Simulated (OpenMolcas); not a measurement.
**Co2+, Rh2+, Ir2+: d7 down the group**

```json
{
  "Program": "OpenMolcas",
  "Method": "RASSCF",
  "Basis": "ANO-RCC-VTZP",
  "Scalar Hamiltonian": "DKH2, point nucleus",
  "Spin-orbit coupling": "state interaction with AMFI integrals over the reference wave functions, term energies averaged over their components"
}
```

Active space for each ion: 13 electrons in 8 orbitals (RAS1 p, at most 2 holes; RAS2 d).

Computed levels in cm-1 above 4F 9/2:

| Level | Co2+ | Rh2+ | Ir2+ |
| --- | --- | --- | --- |
| 4F 7/2 | 857 | 2079 | 7524 |
| 4F 5/2 | 1485 | 3423 | 9663 |
| 4P 5/2 | 17357 | 13766 | 16477 |
| 4P 1/2 | 18031 | 15166 | 19760 |
| 2G 9/2 | 18821 | 15476 | 17874 |
| 2G 7/2 | 19612 | 17460 | 23880 |
| 2P 1/2 | 23327 | 20702 | 30497 |
| 2D 5/2(1) | 24185 | 20336 | 26604 |
| 2H 11/2 | 26388 | 21371 | 24355 |
| weight of 4F in the lowest level (%) | 100 | 98 | 88 |

Mixed levels, with the weight of the term that names them: Ir2+ 4F 5/2 (75 %), Ir2+ 4P 1/2 (69 %), Ir2+ 2G 9/2 (66 %), Ir2+ 2P 1/2 (69 %).

Measured, with the error of the calculation in %. Measured levels: Co2+ from Sugar and Corliss, J. Phys. Chem. Ref. Data 10, 1097 (1981); Rh2+ from the list in Shadmi, J. Res. Natl. Bur. Stand. 70A, 435 (1966).

| Level | Co2+ | Rh2+ |
| --- | --- | --- |
| 4F 7/2 | 841 (+1.8) | 2148 (-3.2) |
| 4F 5/2 | 1451 (+2.3) | 3486 (-1.8) |
| 4P 5/2 | 15202 (+14.2) | 11062 (+24.4) |
| 4P 1/2 | 15811 (+14.0) |  |
| 2G 9/2 | 16978 (+10.9) |  |
| 2G 7/2 | 17766 (+10.4) |  |
| 2D 5/2(1) | 23059 (+4.9) |  |
| 2H 11/2 | 22720 (+16.1) |  |

The fine-structure level 4F 5/2 changes by a factor of 6.51 from Co2+ to Ir2+.

Without spin-orbit coupling 4P lies 16800, 12470, 11648 cm-1 above 4F in that order; the difference to the level 4P 5/2, of either sign, comes from spin-orbit coupling, which also lowers the zero.

Without dynamic correlation excited terms often stand tens of per cent too high (terms of higher spin than the ground term too low), and those without a measured partner can miss by more than the paired ones. Active for correlation alone: 3p; no level in the range computed is led by a configuration that opens it, so any true level of that kind is missing (holds for Co2+). Active for correlation alone: 4p; no level in the range computed is led by a configuration that opens it, so any true level of that kind is missing (holds for Rh2+). Active for correlation alone: 5p; no level in the range computed is led by a configuration that opens it, so any true level of that kind is missing (holds for Ir2+). Computed and measured levels are paired by configuration, term and J; levels that our copy of the source lacks, or whose pairing is in doubt (as where it misses far off the trend of its configuration), stay unpaired and out of the deviations. Levels of configurations outside the active space are missing.

A number in round brackets counts repeated terms of one configuration in the order of the reference energies.
